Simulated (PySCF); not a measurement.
**Quadrupolar nuclei of `FC(F)(F)C(F)(F)CC=S` in NMR**

Compound: C4H3F5S.
Structure used (GFN2-xTB), in Å, numbered top down from 1:
```xyz
13
C4H3F5S angstrom
F      1.1228   -1.6065   -0.1062
C      1.4734   -0.3441    0.1472
F      1.5115   -0.1969    1.4730
F      2.7029   -0.1628   -0.3183
C      0.4593    0.6473   -0.4863
F      0.3799    0.3681   -1.8091
F      0.9849    1.8915   -0.3959
C     -0.9159    0.5995    0.1732
C     -1.5553   -0.7468    0.0629
S     -2.2805   -1.4831    1.2955
H     -0.8215    0.9055    1.2176
H     -1.5368    1.3363   -0.3515
H     -1.5289   -1.2077   -0.9198
```

Computed at PBE0/pcSseg-1 (PySCF, non-relativistic):

| atom | environment | nucleus | spin I | Q (b) | CQ = χzz (MHz) | η |
| --- | --- | --- | --- | --- | --- | --- |
| S10 | thiocarbonyl sulfur | 33S | 3/2 | -0.0678 | 50.639 | 0.406 |

Task: Which field gradients stand behind these couplings (CQ in MHz = 234.96 × Q in b × Vzz in au)?

Result: The tensor is traceless, so η fixes the two smaller values:

```csv
atom,Vxx (au),Vyy (au),Vzz (au),Vzz (10²¹ V/m²)
S10,0.943,2.235,-3.179,-30.89
```

Task: Give the quadrupolar product PQ = |CQ|√(1 + η²/3), the quadrupolar frequency νQ = 3|CQ|/[2I(2I − 1)] and the Larmor frequency ν0 = |g| × 7.62259 MHz/T × B at 14.1 T, with g(33S) = 0.42921.

Result: 
| atom | PQ (MHz) | νQ (MHz) | ν0 (MHz) | νQ/ν0 |
| --- | --- | --- | --- | --- |
| S10 | 52.01 | 25.32 | 46.13 | 0.549 |

For S10: PQ = 50.64 × 1.0272, νQ = 50.64 × 0.5000, ν0 = 3.2717 MHz/T × 14.1 T.

For S10 νQ isn't small against ν0, so the high-field expansions of solid-state NMR fail there at this field.

Solvent, lattice and vibrations would change these gradients. The structure is a single GFN2-xTB conformer in the gas phase; no vibrational or solvent corrections. GFN2-xTB bond lengths can be off by several hundredths of an ångström, more for odd bonds, and the gradients follow them. The small basis limits the accuracy of the gradients.
